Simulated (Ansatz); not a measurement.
Isolated molecules relaxed with PBE0-D4/def2-TZVP in Ansatz; ΔE leaves out vibrations. CCSD(T)/CBS is the MP2 limit (def2-TZVPP, def2-QZVPP) plus CCSD(T) − MP2 in def2-TZVPP, frozen cores. Functionals use def2-TZVPP. B3LYP here is the variant with VWN-RPA as its local correlation; programs differ in this. Elements past krypton have def2 core potentials. For Hf, Sb outer-core shells are correlated without core-valence functions, which leaves a few kJ/mol of doubt a bond. One conformer a species, not always the lowest.

Consider the cleavage of the Si–Sb bond: `[OH][SbH][SiH3]` + `[OH][Hf]([Cl])([Cl])[Cl]` → `[SiH3][O][Hf]([Cl])([Cl])[Cl]` + `[OH][SbH2]`.

```csv
level,ΔE (kJ/mol)
BLYP-D4,-77.4
r2SCAN-D4,-76.8
PBE0-D4,-67.1
B3LYP-D4,-81.5
r2SCAN0-D4,-78.4
PBE,-61.1
BLYP,-78.6
LC-ωPBE,-74.6
```

Question: What does CCSD(T)/CBS give? (An estimate is asked.)

Answer: The calculation gave: -80.0 kJ/mol. The listed levels differ from it by 2.6, 3.2, 12.9, -1.5, 1.6, 18.9, 1.4, 5.4 kJ/mol.

Largest T1 diagnostic among the species: 0.014.

Leaving LDA and LC-ωPBE aside and taking each functional with its dispersion term where it has one, the values, not all of them listed here, spread over 29.4 kJ/mol, from BHLYP-D4 to PBE-D4. At CCSD(T), def2-SVP lies −3.1 kJ/mol from the extrapolated value and def2-TZVPP −9.0 kJ/mol. From BLYP to BHLYP (50 % exact exchange), in def2-TZVPP and without D4, ΔE moves by −13.2 kJ/mol.
